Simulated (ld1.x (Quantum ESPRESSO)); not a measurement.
# What one change does to a pseudopotential (Co, PAW)

```
Element                 : Co
Generator               : ld1.x (Quantum ESPRESSO) 7.5
Type                    : PAW
Functional              : PBEsol
Relativity              : scalar-relativistic
Frozen core             : [Ar]
Valence charge          : 9
Reference configuration : 3d8 4s1 4p0
Partial waves           : 4s (bound): rcut 2.00, rcutus 2.35 bohr; 4s channel at 0.05 Ry: rcut 2.00, rcutus 2.35 bohr; 4p (bound, empty): rcut 2.90, rcutus 3.25 bohr; 4p channel at 3.55 Ry: rcut 2.90, rcutus 3.25 bohr; 3d (bound): rcut 1.25, rcutus 1.35 bohr; 3d channel at 1.75 Ry: rcut 1.25, rcutus 1.35 bohr
Local potential         : all-electron potential smoothed inside 2.85 bohr (lloc = -2)
Core correction         : Bessel-smoothed model core, default radius (core density twice the valence density)
Augmentation charge     : BESSEL, radius 0.90 bohr
```

Change: local potential all-electron potential smoothed inside 1.82 bohr (lloc = -2).

Cutoffs: the cutoffs (Ry, on a coarse ladder) from which the occupation-weighted sum of valence levels, in a spherical-Bessel basis at the reference potential, stays within 10 and 1 mRy of its value at 400 Ry; they do not see the model core or the augmentation charge, which bear on the density cutoff. Errors are all-electron minus pseudo energies relative to the spin-unpolarised reference configuration.

Q: How do hardness, ghosts and transferability respond?

A: The potential gets neither clearly harder nor softer (60 Ry and 100 Ry → 60 Ry and 100 Ry); of the 7 tests that both files solve, the error grows in 0 and shrinks in 4 by more than 15 % and 0.3 meV (median size 60.1 → 55.0 meV); the range in which the d phases agree widens (upper end 3.5 → at the end of the scan); neither file shows a bound ghost.

| quantity | base | changed |
| --- | --- | --- |
| cutoff, loose | 60 Ry | 60 Ry |
| cutoff, tight | 100 Ry | 100 Ry |
| bound ghosts | none | none |
| error for 3d7 4s2 4p0, meV [ΔE 1.21 eV] | -69 | -55 |
| error for 3d7 4s1 4p0, meV [ΔE 10.26 eV] | -60 | -55 |
| error for 3d7 4s0 4p0, meV [ΔE 26.96 eV] | -65 | -65 |
| error for 3d6 4s2 4p1, meV [ΔE 10.91 eV] | -416 | -277 |
| error for 3d7.5 4s1.5 4p0, meV [ΔE 0.25 eV] | -13 | -11 |
| error for 3d7 4s0 4p2, meV [ΔE 10.23 eV] | -56 | -43 |
| error for 3d7 4s0 4p1, meV [ΔE 15.65 eV] | -54 | -49 |
| s: phases at 3.57 bohr within 0.05 rad from the reference energy up to (Ry; the scan ends near 5) | to the end of the scan | 4.6 |
| p: phases at 3.57 bohr within 0.05 rad from the reference energy up to (Ry; the scan ends near 5) | 2.2 | 2.3 |
| d: phases at 3.57 bohr within 0.05 rad from the reference energy up to (Ry; the scan ends near 5) | 3.5 | to the end of the scan |
| lowest overlap eigenvalue by channel | s 0.29, p 0.63, d 1.00 | s 0.42, p 0.57, d 1.00 |
